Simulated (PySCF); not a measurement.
## I: electron affinity

I⁻ [Xe] (1S) → I [Kr] 4d10 5s2 5p5 (2P), as a difference of total energies. All numbers are calculated (PySCF 2.14, a scalar-relativistic core potential, in aug-cc-pwCVDZ-PP with ECP28MDF). Correlated levels: valence and next inner shell: nothing frozen outside the core potential. The calculations carry no spin-orbit coupling.

```tsv
method	electron affinity (eV)
UHF	2.388
MP2 (valence and next inner shell)	3.193
SCS-MP2 (valence and next inner shell)	3.105
CCSD (valence and next inner shell)	3.040
CCSD(T) (valence and next inner shell)	3.090
```

Question: How much does correlation contribute at CCSD(T) (valence and next inner shell)?

Answer: 3.090 − (2.388) = 0.702 eV, measured against UHF.

The reference lies between the lowest fine-structure levels, while these numbers refer to the centres of the terms.

Errors of the correlated levels include the incompleteness of this basis.

For comparison: 3.059 eV (measured; photodetachment measurements, as compiled on the Wikipedia data page of electron affinities).
